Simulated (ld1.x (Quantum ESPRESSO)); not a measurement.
potassium: one change to a TM potential, before and after

ld1.x (Quantum ESPRESSO) 7.5 input, shortened:

```
&input
   title='K', zed=19., rel=1, dft='PBE', iswitch=3,
   config='[Ar] 3d-2 4s1 4p0'
 /
 &inputp
   pseudotype=2, tm=.true., lloc=0,
   nlcc=.true., new_core_ps=.true., rcore=1.40
 /
3
4P  2  1   0.00   0.00  1.60  1.60  0.0
3D  3  2  -2.00   0.45  4.00  4.00  0.0
4S  1  0   1.00   0.00  4.20  4.20  0.0
 &test
   configts(1)='4s1 4p0'
 /
```

Change: all radii but the core radius scaled by about 1.16 (s 4.88, p 1.86, d 4.64 bohr).

Cutoffs: the cutoffs (Ry, on a coarse ladder) from which the occupation-weighted sum of valence levels, in a spherical-Bessel basis at the reference potential, stays within 10 and 1 mRy of its value at 400 Ry; they do not see the model core or the augmentation charge, which bear on the density cutoff. Errors are all-electron minus pseudo energies relative to the spin-unpolarised reference configuration.

What does the change do?

Both files are so soft that the ladder of cutoffs tells neither apart; the bound ghosts move from p to d, p; the number of tests that count goes from 1 to 2.

| quantity | base | changed |
| --- | --- | --- |
| cutoff, loose | 6 Ry | 6 Ry |
| cutoff, tight | 6 Ry | 6 Ry |
| bound ghosts | p | p, d |
| tests counted (converged, no solver errors) | 1 of 2 | 2 of 2 |
| error for 4s0.5 4p0, meV [ΔE 1.64 eV] | -0.7 | -0.5 |

Base: The cutoffs count occupied waves only; the empty 4p level needs 18 Ry at the loose tolerance. Tests not counted: 4s0 4p1 (solver errors, printed error -1.4 eV). The 4p radius (1.60 bohr) lies inside the outermost node of the all-electron wave (1.88 bohr), which a nodeless pseudo-wave cannot match soundly. Changed file: The 4p radius (1.86 bohr) lies inside the outermost node of the all-electron wave (1.88 bohr), which a nodeless pseudo-wave cannot match soundly. A true bound ghost makes a file unfit for plane-wave use even where its test errors are small: the radial tests pick states by their node count and pass the ghost by. Where a test does run into it, the solver fails or the error is huge.
